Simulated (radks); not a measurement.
Rb4+, 33 electrons, occupied as [Ar] 3d10 4s2 4p3 (the NIST ground configuration). Calculated with a radial shooting solver on a logarithmic mesh with Libxc functionals: scalar-relativistic Kohn-Sham, OLYP, spin-polarised, spherical densities, finite nucleus; open shells are filled with parallel spins first (spin-orbit coupling, left out, can overturn this in heavy ions); Fermi nuclear charge, rms radius 4.2036 fm.

Local quantities along the radius. ELF = 1/(1 + alpha^2) is the electron localisation function; alpha = (tau - tau_W)/tau_unif compares the Pauli kinetic energy density with that of the uniform gas (summed over spins); s = |grad rho|/(2 (3 pi^2)^(1/3) rho^(4/3)) is the reduced gradient; 4 pi r^2 rho is in e/bohr; -r V(r) is the screened charge that the Kohn-Sham potential of spin up presents (atomic units). tau is taken from the large components.

r (bohr),ELF,alpha,s,4 pi r^2 rho,-r V(r)
0.002624,1.000,0.02079,0.5059,3.029,36.60
0.002982,1.000,0.02131,0.4949,3.774,36.54
0.003389,1.000,0.02199,0.4863,4.686,36.48
0.003852,0.999,0.02286,0.4798,5.793,36.40
0.004413,0.999,0.02404,0.4752,7.221,36.31
0.005016,0.999,0.02543,0.4730,8.837,36.22
0.005701,0.999,0.02716,0.4727,10.75,36.11
0.006531,0.999,0.02949,0.4746,13.13,35.97
0.007423,0.999,0.03225,0.4785,15.73,35.83
0.008437,0.999,0.03576,0.4847,18.68,35.67
0.009666,0.998,0.04058,0.4937,22.17,35.48
0.01099,0.998,0.04650,0.5049,25.74,35.27
0.01249,0.997,0.05432,0.5189,29.50,35.04
0.01419,0.996,0.06483,0.5360,33.32,34.78
0.01626,0.994,0.08027,0.5578,37.24,34.48
0.01848,0.990,0.1008,0.5822,40.57,34.15
0.021,0.983,0.1303,0.6105,43.31,33.79
0.02406,0.970,0.1769,0.6444,45.31,33.36
0.02735,0.944,0.2432,0.6788,46.14,32.91
0.03108,0.894,0.3435,0.7128,45.87,32.42
0.03561,0.796,0.5060,0.7420,44.51,31.84
0.04047,0.653,0.7293,0.7522,42.52,31.23
0.046,0.490,1.020,0.7307,40.37,30.57
0.05228,0.364,1.323,0.6643,38.72,29.85
0.0599,0.302,1.521,0.5473,38.25,29.04
0.06808,0.315,1.475,0.4242,39.53,28.24
0.07737,0.394,1.240,0.3306,42.54,27.39
0.08864,0.531,0.9403,0.2888,47.09,26.40
0.1007,0.659,0.7192,0.2998,51.54,25.41
0.1145,0.746,0.5836,0.3447,54.77,24.36
0.1312,0.783,0.5264,0.4152,55.46,23.19
0.1491,0.765,0.5544,0.4929,52.86,22.04
0.1695,0.679,0.6874,0.5685,47.52,20.83
0.1926,0.514,0.9729,0.6135,40.93,19.57
0.2207,0.331,1.422,0.5743,34.85,18.18
0.2508,0.260,1.687,0.4340,31.90,16.90
0.285,0.310,1.490,0.2785,32.27,15.64
0.3266,0.477,1.047,0.2093,35.25,14.29
0.3712,0.645,0.7417,0.2364,38.28,13.04
0.4218,0.745,0.5856,0.3116,39.27,11.83
0.4833,0.779,0.5325,0.4184,36.69,10.64
0.5493,0.758,0.5648,0.5385,31.08,9.624
0.6243,0.676,0.6926,0.6762,23.85,8.716
0.7096,0.513,0.9750,0.8148,16.84,7.897
0.8129,0.309,1.497,0.8958,11.16,7.128
0.9239,0.218,1.893,0.8202,7.935,6.576
1.05,0.274,1.626,0.6497,6.359,6.223
1.203,0.509,0.9829,0.5700,5.565,5.901
1.367,0.738,0.5951,0.6499,4.892,5.639
1.554,0.838,0.4397,0.8478,3.952,5.410
1.78,0.848,0.4241,1.184,2.731,5.149
2.024,0.791,0.5139,1.664,1.643,4.824
2.3,0.649,0.7348,2.385,0.8384,4.534
2.614,0.410,1.199,3.525,0.3625,4.485
2.995,0.158,2.309,5.678,0.1224,4.603
3.404,0.039,4.938,9.643,0.03531,4.591
3.869,0.006,12.47,17.81,0.007880,4.408
4.432,0.001,40.98,37.64,0.001167,4.231
5.037,0.000,155.6,84.42,0.0001391,4.121

On this mesh the ELF has minima near r = 0.060, 0.25, 0.92 bohr, which separate the shells, and maxima near 0.13 (0.78), 0.48 (0.78), 1.8 (0.85).

Self-consistent cycle (total energy in hartree, residual of the potential): 1: -2967.284377, 1e+01; 2: -2974.772490, 6e+00; 3: -2977.884293, 5e-01; 4: -2977.915567, 4e-01; 5: -2977.932303, 1e-01; 6: -2977.933664, 7e-03; 7: -2977.933667, 3e-03; 8: -2977.933664, 2e-04; 9: -2977.933664, 1e-06; 10: -2977.933664, 1e-06; 11: -2977.933664, 1e-06; 12: -2977.933664, 2e-07; 13: -2977.933664, 1e-08; 14: -2977.933664, 5e-09.
